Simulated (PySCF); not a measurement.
Zn(Br)(OSiH3) (BrH₃OSiZn), SMILES [O]([SiH3])[Zn][Br]. Geometry optimised at TPSSh-D3(BJ)/def2-SVP. The structure was generated by enumeration; whether it is a known compound was not checked. The values are those of a single conformer.

**Question.** Give the equilibrium geometry at TPSSh-D3(BJ)/def2-SVP (PySCF confirms it by a frequency run) as a Z-matrix, and its point group. (The exact figures need the calculation; the answer reports its results.)

**Answer.** Several could match; the one computed here: point group Cs.
```
O
Si 1 1.6515
Zn 1 1.7660 2 140.12
H 2 1.4882 1 109.27 3 180.00
H 2 1.4946 4 108.38 1 121.94
H 2 1.4946 4 108.38 5 116.12
Br 3 2.2253 2 164.03 4 180.00
```
Charge 0, spin multiplicity 1.
